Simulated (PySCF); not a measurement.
Excitation energy of Pb by level of theory

Pb [Xe] 4f14 5d10 6s2 6p2 (3P) → Pb [Xe] 4f14 5d10 6s1 6p3 (5S), as a difference of total energies. Computed with PySCF 2.14 in cc-pVTZ-PP with ECP60MDF, with a scalar-relativistic core potential. Correlated levels: valence: 5s2 5p6 5d10 frozen. The calculations carry no spin-orbit coupling.

| method | excitation energy (eV) |
| --- | --- |
| UHF | 4.706 |
| PBE | 6.956 |
| PBE0 | 6.543 |
| TPSS | 6.806 |
| B2PLYP | 6.413 |
| MN15 | 7.045 |
| B3LYP | 6.979 |
| MP2 (valence) | 5.324 |
| SCS-MP2 (valence) | 5.606 |

**Question.** Estimate what r2SCAN gives.

**Answer.** 6.425 eV, closest to B2PLYP among the rows shown.

**Question.** Estimate what LDA gives.

**Answer.** 7.244 eV, closest to MN15 among the rows shown.

Spin-orbit coupling is strong in these open shells (close to jj coupling). The scalar numbers leave it out and a first-order estimate fails, so it can dominate the gap to the real levels.
